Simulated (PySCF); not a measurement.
# Dipole moment and polarisability of AlH2(NCO)

Species: AlH2(NCO), CH2AlNO.
Structure used (PBE0-D3(BJ)/def2-SVP), in Å, numbered top down from 1:
```
atom  x, y, z in Å
Al1    0.6181    1.0768    0.0002
H2     2.1953    1.0092    0.0436
H3    -0.2232    2.4125   -0.0412
N4    -0.2744   -0.4650   -0.0141
C5    -0.8691   -1.5092   -0.0003
O6    -1.4467   -2.5243    0.0118
```

Level: CAM-B3LYP/def2-SVPD (PySCF), static field, nuclei fixed, core orbitals frozen in the response. The polarisability tensor in these axes (au):

```
x   47.91 12.83  0.06
y   12.83 63.02 -0.22
z    0.06 -0.22 35.18
```

Problem. Give the principal values, the mean and the anisotropy Δα = √{½[(α1 − α2)² + (α2 − α3)² + (α1 − α3)²]}.

Solution. Principal values 35.17, 40.59 and 70.36 au; mean 48.71 au = 7.22 Å³ = 8.03 × 10⁻⁴⁰ C²·m²/J; Δα = 32.82 au (67 % of the mean).

Problem. What is the dipole moment, and where does it point?

Solution. (1.12, 1.96, 0.01) D, 2.26 D in size, pointing from the negative to the positive side. Measured along this direction, the outermost atoms are O6 at the negative end and H3 and H2 at the positive end.

Problem. Molar refractivity from α?

Solution. Lorentz–Lorenz: R = (4π/3)N_A α = 2.5225 cm³/(mol·Å³) × 7.22 Å³ = 18.2 cm³/mol, in the limit of long wavelengths.

Problem. What would n − 1 = 2πNα be for an ideal gas of these molecules at 298.15 K and 1 atm, electronic part alone?

Solution. N = p/kT = 2.4615 × 10¹⁹ cm⁻³, so n − 1 = 2π × N × 7.22 × 10⁻²⁴ cm³ = 1116 × 10⁻⁶ at long wavelengths.

Problem. Give the eigenvalues of the traceless quadrupole moment Θ = ½Σq(3rr − r²1), origin at the centre of nuclear charge.

Solution. -7.24, -0.93, 8.17 D·Å. The values depend on the origin, since the dipole doesn't vanish. The electronic extent ⟨r²⟩ about the same centre is 469 bohr², a root-mean-square distance of 1.91 Å for the 36 electrons.

Isolated species at its PBE0-D3(BJ)/def2-SVP geometry, gas phase.

The run behind these numbers computed excited states as well. Time: 6.4 s wall. Hardware: an x86-64 server with one thread (shared host).
